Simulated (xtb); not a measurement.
xtb input:

```bash
xtb mol.xyz --gfn 2 --ohess tight --chrg 0 --uhf 0
```
mol.xyz:
```
18

C     -2.20970200     0.37718968     1.65241616
C     -1.47592908     0.21012003     0.32400446
C     -1.68726683    -1.24536293    -0.14446742
C     -2.01175432     1.14876593    -0.68105330
O     -0.06482790     0.40529706     0.61513629
Si     1.20339819    -0.03154962    -0.20234306
F      1.55630750    -1.58728688     0.13324615
F      1.15068744     0.06804927    -1.76366449
F      2.44749734     0.79711613     0.30995530
H     -1.82256753    -0.33385636     2.42466333
H     -3.27505291     0.26073549     1.61138989
H     -1.98481352     1.39836522     2.07556055
H     -1.29787397    -1.96549720     0.54968880
H     -2.74414181    -1.41968268    -0.27878297
H     -1.23283572    -1.43354932    -1.11847682
H     -1.47662220     1.03548007    -1.67316504
H     -1.75063165     2.19441645    -0.37662015
H     -3.04997071     1.05007840    -0.84094775
```

Problem. What final total energy does it print?

Solution. -33.40164 Eh (GFN2-xTB).
